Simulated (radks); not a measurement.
Mo2+, 40 electrons, occupied as [Kr] 4d4. Method: scalar-relativistic Kohn-Sham, Wu-Cohen GGA, spin-polarised, spherical densities, finite nucleus; open shells are filled with parallel spins first (spin-orbit coupling, left out, can overturn this in heavy ions); Fermi nuclear charge, rms radius 4.4091 fm; computed with a radial shooting solver on a logarithmic mesh with Libxc functionals. Some entries of the table are withheld. Estimate them.

orbital,occ.,eigenvalue (eV),<1/r> (bohr^-1),r(max) (bohr)
1s down,1,-19837.05,43.54,0.02288
1s up,1,-19837.04,43.54,0.02288
2s up,1,-2817.592,9.802,0.1296
2s down,1,-2817.137,9.802,0.1296
2p up,3,-2521.488,9.532,0.1036
2p down,3,-2521.146,9.533,0.1036
3s up,1,-494.6423,3.364,0.3837
3s down,1,-494.3748,3.364,0.3837
3p up,3,-397.6105,3.201,0.3771
3p down,3,-397.3146,3.200,0.3772
3d up,5,-239.5505,2.968,0.3223
3d down,5,-239.1144,2.968,0.3225
4s up,1,-83.6372,1.231,(1)
4s down,1,-81.1490,1.242,(2)
4p up,3,(3),1.091,1.072
4p down,3,(4),1.102,1.065
4d up,4,-21.9471,0.7717,1.353
4d down,0,-18.8615,0.7713,1.339

Answer. 
(1) 4s up r(max) (bohr): 0.9899
(2) 4s down r(max) (bohr): 0.9845
(3) 4p up eigenvalue (eV): -57.7554
(4) 4p down eigenvalue (eV): -54.9925
